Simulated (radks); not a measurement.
Spin polarisation of the 5d1 shell in Lu. Start: [Xe] 4f14 5d(up 0.5, down 0.5) 6s2; electrons of 5d are moved from spin down to spin up, other shells keep equal spins. Method: non-relativistic Kohn-Sham, r2SCAN, spin-polarised, spherical densities, point nucleus; meta-GGA in the generalised Kohn-Sham scheme; computed with a radial shooting solver on a logarithmic mesh with Libxc functionals.

moment (Bohr magnetons)	E - E(0) (eV)	e(5d up) (eV)	e(5d down) (eV)	6s down minus up (eV)	4f down minus up (eV)	5p down minus up (eV)
0	0.000	-2.507	-2.507	0.000	0.000	0.000
0.25	-0.013	-2.606	-2.405	0.102	0.019	0.135
0.5	-0.050	-2.698	-2.300	0.206	0.039	0.269
0.75	-0.112	-2.785	-2.196	0.313	0.058	0.403
1	-0.197	-2.862	-2.098	0.422	0.077	0.536

At moment 1 the spin-polarisation energy is -0.197 eV and the 5d exchange splitting 0.763 eV, that is 0.763 eV per Bohr magneton; E = -I m^2/4 would give I = 0.786 eV.
